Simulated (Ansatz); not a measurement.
Mulliken charges of `[NH3+][Cu-][Cl]` from ωB97M-V/def2-TZVPP in Ansatz (PBE0-D4/def2-TZVP geometry).

| atom | x (Å) | y (Å) | z (Å) | charge (e) |
| --- | --- | --- | --- | --- |
| N1 | -0.766 | -0.020 | 0.227 | -0.195 |
| Cu2 | 1.089 | 0.004 | -0.336 | 0.153 |
| Cl3 | 3.080 | 0.027 | -0.940 | -0.444 |
| H4 | -1.161 | -0.953 | 0.159 | 0.162 |
| H5 | -1.335 | 0.594 | -0.346 | 0.162 |
| H6 | -0.865 | 0.283 | 1.190 | 0.162 |

Question: By hand: the dipole of these point charges (1 e Å = 4.8032 D).

Answer: Σ q r = (-1.596, -0.020, 0.484) e Å, of length 1.668 e Å = 8.01 D.

Question: How does the dipole of the full density compare? (Estimate.)

Answer: Ansatz gave: (-1.785, -0.022, 0.541) e Å, 8.96 D; the point charges give 0.89 times that, at 0° from its direction.

Point charges leave out the atoms' own dipoles, such as those of lone pairs, and Mulliken's split depends on the basis, so the close match here is no proof of good charges.
